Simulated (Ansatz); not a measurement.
Gas-phase electronic energies from Ansatz, PBE0-D4/def2-TZVP geometries. CCSD(T)/CBS is the MP2 limit (def2-TZVPP, def2-QZVPP) plus CCSD(T) − MP2 in def2-TZVPP, frozen cores. This one scheme is used for every species. Functionals use def2-TZVPP. B3LYP here is the variant with VWN-RPA as its local correlation; programs differ in this. For Se outer-core shells are correlated without core-valence functions, which leaves a few kJ/mol of doubt a bond. Scalar relativity is left out up to krypton. One conformer a species, not always the lowest.

Reaction (formal exchange of groups at a B–Se bond): `B[Se]CC` + `C=C` → `BC=C` + `CC[SeH]`

```csv
level,ΔE (kJ/mol),difference from CCSD(T)/CBS
B3LYP-D4,71.5,-6.6
ωB97X-V,71.0,-7.1
PBE0,74.3,-3.8
B3LYP,68.8,-9.3
MP2/def2-TZVPP,78.9,0.8
CCSD(T)/def2-TZVPP,77.2,-0.9
MP2/def2-QZVPP,79.1,1.0
SCS-MP2/def2-QZVPP,73.9,-4.2
MP2/CBS(def2),79.8,1.7
CCSD/CBS(def2),74.8,-3.3
CCSD(T)/CBS,78.1,0
```

Largest T1 diagnostic among the species: 0.012.

From PBE to PBE0 (25 % exact exchange), in def2-TZVPP and without D4, ΔE moves by −3.4 kJ/mol. In def2-TZVPP, CCSD(T) changes the Hartree–Fock value by +20.2 kJ/mol (the triples alone add +3.3 kJ/mol) and MP2 by +22.0 kJ/mol.
